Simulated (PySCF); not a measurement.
Radial density of Os⁵¹⁺ (osmium, charge +51)

B2PLYP, [Ar] 3d7, high-spin 4F determinant. All numbers are calculated (PySCF 2.14, scalar relativity by spin-free X2C-1e, in an even-tempered Gaussian basis (17 s from 12 bohr⁻², ratio 2.5; 13 p from 15 bohr⁻², ratio 2.5; 7 d from 15 bohr⁻², ratio 2.5; 4 f from 62 bohr⁻², ratio 2.7; 3 g from 93 bohr⁻², ratio 2.7)).

```
r (bohr)  4πr²ρ (e/bohr)  4πr²(ρα − ρβ)
  0.0155           100.3         0.0105
  0.0261           92.28         0.1649
  0.0439           128.3         1.5045
  0.0739           113.5         8.0714
   0.124           91.13        18.9434
   0.209           72.42        11.6635
   0.352           5.195         0.7983
   0.592         0.01723         0.0029
```

Densities and radii are taken from the X2C orbitals without a picture-change correction, which distorts them close to the nucleus.

Spin-orbit coupling is strong in this species (close to jj coupling), so the high-spin LS determinant is a model state, not a physical level.
